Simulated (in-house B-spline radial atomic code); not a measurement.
A run on an ion of nuclear charge 60 with 60.3 electrons that did not converge. Method: scalar-relativistic (X2C) BLYP, spin-polarised, spherical fractional occupations, Fermi nucleus of rms radius 4.9123 fm; computed with a B-spline radial code for spherical atoms.

Command:
```bash
python run_scf.py task.json out
```
Settings (nuclear radius in fm, mass in u):
```
Z                60
configuration    [Xe] 4f4.3 6s2
hamiltonian      x2c
method           b88,lyp
spin_polarised   True
nucleus          fermi
rms_radius       4.9123
atomic_mass      141.90773
speed_of_light   137.035999084
```

First and last ten iterations of the last attempt (damped for 15 steps, keeping 80 % of the old Fock matrix, then DIIS):
```
 iter        energy (Eh)    residual
    1       -9610.448409    5.12e-01
    2       -9608.750639    6.82e-01
    3       -9616.623074    4.33e-01
    4       -9620.581258    2.53e-01
    5       -9622.437230    1.49e-01
    6       -9623.245110    9.11e-02
    7       -9623.571363    5.51e-02
    8       -9623.695339    3.15e-02
    9       -9623.741909    2.11e-02
   10       -9623.760754    1.55e-02
  111       -9616.786565    2.14e-01
  112       -9616.791213    2.14e-01
  113       -9616.789748    2.14e-01
  114       -9616.782727    2.14e-01
  115       -9616.779770    2.14e-01
  116       -9623.778755    2.34e-03
  117       -9616.767057    2.14e-01
  118       -9616.765718    2.14e-01
  119       -9616.765820    2.14e-01
  120       -9616.769700    2.14e-01
 not converged after 120 iterations
```

The smallest residual met was 1.8e-03; the threshold is about 6e-07. No energy from this run should be used. The likely cause: this method binds the added charge weakly or not at all at the basis-set limit, so charge moves back and forth between the atom and the box. Run time, properties included: 1.3 s on 1 thread of AMD EPYC 9R45, with other jobs on the host.
